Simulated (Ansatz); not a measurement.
Job for Ansatz (a quantum-chemistry and plane-wave program): R-BLYP/def2-TZVPP on AlH3S (SMILES [AlH2][SH]), a point of a torsion scan.

Ansatz 0.2 input:
```yaml
crystal:
  periodic: [false, false, false]
  atoms:
    - {symbol: Al, position_ang: [-0.60747892, -0.05437664, 0.07180227]}
    - {symbol: S, position_ang: [1.49293407, -0.54768485, 0.39836970]}
    - {symbol: H, position_ang: [-1.60677400, -1.20335739, -0.14763920]}
    - {symbol: H, position_ang: [-1.16023470, 1.37889737, 0.03983700]}
    - {symbol: H, position_ang: [1.13043815, -1.70141924, 0.96160794]}
basis:
  gaussian:
    orbitals: def2-TZVPP
hamiltonian:
  xc: {name: BLYP}
scf: {lower_state_search: off}
```

It printed:

```
WARN ansatz: RAYON_NUM_THREADS=1 ignored (pool sized by the plan → 1); use --threads N
Functional definition: BLYP
these checks for a lower state are left out or cut short: stability, starts, cluster_reference, orbital_swaps, neighbouring_geometries, increment
integrals: 0.04 GiB planned
730 factors; their error is unknown
mean field: 0.31 GiB planned
mean field evaluation 1: about -17480.2527 eV, gradient 2.5e1 eV
mean field evaluation 2: about -17479.9245 eV, gradient 3.0e1 eV
mean field evaluation 4: about -17482.2811 eV, gradient 1.8e0 eV
mean field evaluation 8: about -17482.2842 eV, gradient 1.9e-2 eV
mean field evaluation 16: about -17482.2842 eV, gradient 2.0e-6 eV
mean field -17482.28415943 eV, -642.4620929412 hartree, gradient 2.0e-6 eV, S^2 0.000000; 0 other end points of the search recorded, 0 dependent functions left out
reference -17482.28447286 eV, -642.4621044595 hartree; 16, 16 occupied and 110, 110 virtual orbitals, 730 factors
Total energy: -17482.28447286 eV, -642.4621044595 hartree
Checks for a lower state left out: stability, starts, cluster_reference, orbital_swaps, neighbouring_geometries, increment
```

The run converged.

Cost: around 1.1 core-seconds (rough).
